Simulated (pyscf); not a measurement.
PySCF, gas phase, ωB97X-D3(BJ)/def2-SVP geometries.

SMILES: N[SiH2]N[SiH2]N[SiH](Cl)Cl
```xyz
17

N     -1.0409    -0.9819    -2.4244
Si    -1.8103    -0.4969    -0.9578
N     -1.4944     1.1156    -0.3513
Si    -0.1399     1.5394     0.6271
N      1.3642     0.8442     0.0193
Si     2.1449     1.1458    -1.4656
Cl     2.4844    -0.6132    -2.5018
Cl     0.9058     2.3505    -2.5766
H     -1.3381    -0.5932    -3.3133
H     -0.0460    -1.1840    -2.4388
H     -3.2790    -0.5957    -1.1870
H     -1.3237    -1.4083     0.1158
H     -1.9609     1.8876    -0.8195
H     -0.2238     0.9830     2.0069
H     -0.0639     3.0257     0.6738
H      1.8298     0.1967     0.6517
H      3.4673     1.7975    -1.3740
```

What is the homolytic dissociation enthalpy (298 K, ωB97M-D3(BJ)/def2-TZVP) of the N–Si bond of H₂N–SiH₂–NH–SiH₂–NH–SiH(Cl)–Cl (SMILES N[SiH2]N[SiH2]N[SiH](Cl)Cl), to H₂N–SiH₂–NH–SiH₂• + •HN–SiH(Cl)–Cl?

N–Si to H₂N–SiH₂–NH–SiH₂• + •HN–SiH(Cl)–Cl: 117.0 kcal/mol. The 7 functionals that were run give +104.8 (PBE) to +118.3 kcal/mol (ωB97X-D3(BJ)). •HN–SiH(Cl)–Cl lies 21.5 kcal/mol over its isomer H₂N–Si•(Cl)–Cl (electronic energy, ωB97M-D3(BJ)). Other isomers of H₂N–SiH₂–NH–SiH₂• were not searched in full and may lie lower.
